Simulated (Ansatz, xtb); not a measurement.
# C3H2F2N2Se: 4 structures ranked

4 gas-phase structures of C3H2F2N2Se, from a drawn sample of its isomers (lower ones may exist). Each was relaxed with GFN2-xTB; where two conformers were screened, the lower at r2SCAN-D4/def2-SVP is listed:

A. `FCc1nc(F)n[se]1`, a singlet
B. `FC(F)c1cn[se]n1`, a singlet
C. `FCc1n[se]nc1F`, a singlet
D. `FCc1n[se]c(F)n1`, a singlet

Q: Make a reasoned guess at their ranking by r2SCAN-D4/def2-SVP single-point energy.

A: Calculated order at r2SCAN-D4/def2-SVP: A (0.0), B (6.7), D (7.0), C (12.3) kcal/mol. Less than 1 kcal/mol parts B and D, so the order within that pair means little.

Energies above the lowest of each column, in kcal/mol; the last columns are at B3LYP-D3(BJ)/def2-SVP geometries:

| structure | GFN2-xTB | HF/STO-3G | r2SCAN-D4/def2-SVP | B3LYP-D3(BJ)/def2-SVP | CCSD(T)/def2-SVP + ΔMP2/def2-TZVPP |
| --- | --- | --- | --- | --- | --- |
| A | 0.0 | 0.7 | 0.0 | 0.0 | 0.0 |
| B | 6.1 | 6.4 | 6.7 | 4.6 | 1.4 |
| D | 4.4 | 0.0 | 7.0 | 5.7 | 5.3 |
| C | 5.2 | 6.7 | 12.3 | 9.9 | 7.7 |

CCSD(T)/def2-SVP + ΔMP2/def2-TZVPP puts A lowest; HF/STO-3G picks D. Flexible structures stand in one conformer each, not always the lowest. ΔMP2 is the change of the MP2 energy from the smaller to the larger basis.

Over these structures GFN2-xTB departs from r2SCAN-D4/def2-SVP by 2.3 kcal/mol on average once a common shift is removed. A GFN2-xTB relaxation took about 0.24 s and the r2SCAN-D4/def2-SVP energy about 2.5 s on a shared host (Ansatz 0.2.0, xtb 6.7.1).
